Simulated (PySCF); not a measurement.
Ga(Me)(OAc)2, C5H9GaO4, SMILES CC(=O)[O][Ga]([CH3])[O]C(C)=O, singlet, GFN2-xTB optimised geometry.

```
19

Ga    -0.89     0.35     0.00
C     -2.18    -0.30    -1.42
H     -3.21    -0.17    -1.08
H     -2.01    -1.36    -1.63
H     -2.04     0.28    -2.33
O     -1.09     2.47     0.00
C     -1.25     2.36     1.23
C     -1.42     3.57     2.10
O     -1.26     1.21     1.77
H     -2.00     3.31     2.98
H     -1.90     4.36     1.54
H     -0.43     3.90     2.41
O      1.10     0.35     0.00
C      1.11    -0.78     0.57
C      2.43    -1.39     0.95
O      0.04    -1.37     0.82
H      2.35    -2.47     0.96
H      2.68    -1.05     1.96
H      3.21    -1.05     0.27
```

Density from PySCF 2.14.0 with B3LYP/def2-SVP at that geometry.

Minimum of the electron density along straight lines between bonded atoms, close to the bond critical point (lines longer than 1.1 times the sum of covalent radii, or with two minima, are not listed):

```tsv
bond	length / Å	ρ at the minimum / e bohr⁻³	∇²ρ there / e bohr⁻⁵	position (fraction from the first atom)
Ga1–C2	2.027	0.105	0.11	0.47
C2–H3	1.088	0.272	-0.98	0.63
C2–H4	1.088	0.273	-0.99	0.63
C2–H5	1.088	0.272	-0.98	0.63
O6–C7	1.246	0.385	-0.06	0.67
C7–C8	1.500	0.263	-0.65	0.52
Ga1–O9	1.998	0.080	0.33	0.47
C7–O9	1.269	0.365	-0.18	0.33
C8–H10	1.086	0.279	-1.05	0.64
C8–H11	1.086	0.279	-1.05	0.64
C8–H12	1.089	0.274	-1.01	0.63
Ga1–O13	1.996	0.081	0.33	0.47
O13–C14	1.269	0.365	-0.18	0.67
C14–C15	1.500	0.263	-0.65	0.52
C14–O16	1.246	0.385	-0.06	0.33
C15–H17	1.086	0.279	-1.05	0.64
C15–H18	1.089	0.274	-1.01	0.63
C15–H19	1.086	0.279	-1.05	0.64
```
